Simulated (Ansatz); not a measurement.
One change: `C[SiH2][Al]([F])[Cl]` becomes `[F][Al]([SiH3])[Cl]`.

Ansatz, PBE0-D4/def2-TZVP geometries, multiplicity 1. Each molecule was computed in one conformer, which needn't be the lowest.

```
                                      property  `C[SiH2][Al]([F])[Cl]`
         HOMO–LUMO gap (B3LYP/def2-TZVPP) / eV                    6.25
size of the dipole moment (PBE/def2-TZVPP) / D                    2.39
         HOMO energy (ωB97M-V/def2-TZVPP) / eV                  -10.10
            LUMO energy (PBE0/def2-TZVPP) / eV                   -1.48
             HOMO energy (PBE/def2-TZVPP) / eV                   -6.96
       HOMO–LUMO gap (ωB97M-V/def2-TZVPP) / eV                   10.31
```

Question: Give the same properties after the change, and the shifts. (Best estimate.)

Answer: The calculation gave: 
```csv
property,`[F][Al]([SiH3])[Cl]`,shift
HOMO–LUMO gap (B3LYP/def2-TZVPP) / eV,6.42,0.17
size of the dipole moment (PBE/def2-TZVPP) / D,1.60,-0.79
HOMO energy (ωB97M-V/def2-TZVPP) / eV,-10.48,-0.38
LUMO energy (PBE0/def2-TZVPP) / eV,-1.68,-0.20
HOMO energy (PBE/def2-TZVPP) / eV,-7.33,-0.37
HOMO–LUMO gap (ωB97M-V/def2-TZVPP) / eV,10.52,0.21
```

With PBE0 the HOMO falls by 0.38 eV and the LUMO falls by 0.20 eV, so the gap widens by about 0.18 eV. PBE moves the HOMO by -0.37 eV and ωB97M-V by -0.38 eV. Dipoles are sizes alone; their direction can turn.

B3LYP here is the variant with VWN-RPA as its local correlation; programs differ in this.
